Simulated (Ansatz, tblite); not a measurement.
Cost and result up the ladder for the cluster Hg₂S₂ (4 atoms). Charge 0, multiplicity 1. Geometry: r2SCAN-D4/def2-SVP.

| atom | x (Å) | y (Å) | z (Å) |
| --- | --- | --- | --- |
| Hg1 | -0.960 | -0.200 | -1.059 |
| Hg2 | 0.960 | 0.200 | 1.059 |
| S3 | 0.807 | 1.602 | -1.035 |
| S4 | -0.807 | -1.602 | 1.035 |

Ansatz on 4 threads of Arm Neoverse V2 on a shared host; xTB runs through tblite on one thread. Times are rough, summed over both states, and most runs start from the orbitals of an earlier one. PBE0-D4/def2-TZVP serves as the yardstick here, not as an exact answer. The other state is a doublet.

In the def2 sets Hg takes a core potential; there is no spin–orbit coupling. The xTB rows come from tblite. The structure comes from a short search, and lower isomers may exist.

Raw xTB energies of ions are shifted by several eV.

| level | functions | wall time |
| --- | --- | --- |
| GFN1-xTB | 26 | 0.004 s |
| GFN2-xTB | 26 | 0.005 s |
| PBE-D4/def2-TZVP | 160 | 5.7 s |
| PBE0-D4/def2-TZVP | 160 | 14 s |
| r2SCAN-D4/def2-TZVP | 160 | 27 s |

Estimate what each level gives for the vertical IE (eV).


| level | vertical IE (eV) | difference from PBE0-D4/def2-TZVP (eV) |
| --- | --- | --- |
| GFN1-xTB | 14.32 | 5.86 |
| GFN2-xTB | 13.97 | 5.52 |
| PBE-D4/def2-TZVP | 8.27 | -0.18 |
| PBE0-D4/def2-TZVP | 8.46 | 0.00 |
| r2SCAN-D4/def2-TZVP | 8.36 | -0.09 |
